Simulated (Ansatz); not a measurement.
Relaxation of Cl$_{2}$H$_{2}$OSn (6 atoms, charge 0, multiplicity 1), to a largest force component of 0.02 eV/Å in at most 40 steps.

Computed with RKS B3LYP/def2-SVP in Ansatz 0.2.0.

```xyz
6
Properties=species:S:1:pos:R:3:forces:R:3
Sn 0.000 0.000 0.000 0.58 0.94 0.30
H 0.000 0.000 1.740 0.04 0.08 -0.30
Cl 2.273 0.000 -0.802 -0.80 -0.01 0.17
Cl -1.135 1.967 -0.802 0.38 -0.62 0.17
O -0.923 -1.599 -0.653 -0.99 -1.20 1.05
H -1.378 -2.065 0.120 0.79 0.80 -1.39
```

Problem. Where does it end, and by what steps?

Solution. It converged. The force dipped under the threshold on the way, but the program's further checks kept it going. After 29 steps the energy has fallen by 0.233 eV; H6 moved furthest, 1.04 Å.

```
step  energy less start (eV)  largest force component (eV/Å)  accepted
   0                  0.0000                           1.389       yes
   2                 -0.1191                           0.144       yes
   4                 -0.1170                           0.566        no
   6                 -0.1250                           0.331       yes
   8                 -0.1349                           0.645        no
  10                 -0.1451                           0.216       yes
  12                 -0.1370                           0.495        no
  14                 -0.1809                           0.219       yes
  16                 -0.1909                           0.161       yes
  18                 -0.2145                           0.138       yes
  20                 -0.2264                           0.092        no
  22                 -0.2323                           0.016       yes
  24                 -0.2322                           0.206        no
  26                 -0.2327                           0.097       yes
  28                 -0.2329                           0.023       yes
  29                 -0.2329                           0.001       yes
```

```xyz
6
Properties=species:S:1:pos:R:3
Sn 0.005 0.005 0.244
H 0.305 0.232 1.905
Cl 1.996 -0.123 -1.012
Cl -1.264 1.763 -0.681
O -0.995 -1.686 0.034
H -1.209 -1.888 -0.889
```

Run time: 120 s on 1 thread of Arm Neoverse V2, with other jobs on the host, peak memory 0.19 GiB.
